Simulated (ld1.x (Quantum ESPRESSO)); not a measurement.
Plane-wave convergence, PAW potential for tungsten

| Item | Value |
| --- | --- |
| Element | tungsten (W) |
| Generator | ld1.x (Quantum ESPRESSO) 7.5 |
| Type | PAW |
| Functional | PBE |
| Relativity | scalar-relativistic |
| Frozen core | [Xe] |
| Valence charge | 20 |
| Reference configuration | 4f14 5d4 6s2 6p0 |
| Partial waves | 6s (bound): rcut 2.65, rcutus 3.15 bohr; 6s channel at 2.65 Ry: rcut 2.65, rcutus 3.15 bohr; 6p (bound, empty): rcut 3.70, rcutus 4.25 bohr; 6p channel at 0.3 Ry: rcut 3.70, rcutus 4.25 bohr; 5d (bound): rcut 2.70, rcutus 2.85 bohr; 5d channel at 4.85 Ry: rcut 2.70, rcutus 2.85 bohr; 4f (bound): rcut 1.00, rcutus 1.15 bohr; 4f channel at -2.1 Ry: rcut 1.00, rcutus 1.15 bohr |
| Local potential | all-electron potential smoothed inside 2.45 bohr (lloc = -1) |
| Core correction | a·sin(br)/r model core inside 0.90 bohr |
| Augmentation charge | PSQ, radius 1.00 bohr |

The pseudo-atom Hamiltonian at the reference potential is diagonalised in spherical Bessel functions j_l(qr) that vanish at 20 bohr, with q² up to the cutoff. All-electron valence levels (Ry): 6s -0.4199, 6p -0.1001, 5d -0.3293, 4f -2.4407.

Question: How do the lowest levels (Ry) of each channel move with the cutoff, and are there ghosts?

Answer:

```tsv
cutoff (Ry)	s #1	s #2	p #1	d #1	f #1	Σ f·Δε (mRy)
8	-0.4199	0.0018	-0.1000	-0.2805	0.1094	35896.7
15	-0.4199	0.0018	-0.1000	-0.3290	0.1094	35702.6
21	-0.4199	0.0017	-0.1000	-0.3292	0.1094	35701.6
35	-0.4199	0.0017	-0.1000	-0.3293	0.1093	35699.5
45	-0.4199	0.0017	-0.1000	-0.3293	-1.0992	18781.1
60	-0.4199	0.0017	-0.1000	-0.3293	-2.0181	5916.7
90	-0.4199	0.0017	-0.1000	-0.3293	-2.4269	193.2
110	-0.4199	0.0017	-0.1000	-0.3293	-2.4386	29.1
160	-0.4199	0.0017	-0.1000	-0.3293	-2.4404	4.1
200	-0.4199	0.0017	-0.1000	-0.3293	-2.4405	2.5
300	-0.4199	0.0017	-0.1000	-0.3293	-2.4407	0.3
400	-0.4199	0.0017	-0.1000	-0.3293	-2.4407	0.0
```

Result: no extra level below or beside the all-electron valence levels (s, p, d, f tested); 10 mRy is reached at 160 Ry and 1 mRy at 230 Ry.

Test run stopped at test 6 of 7 (negative rho).
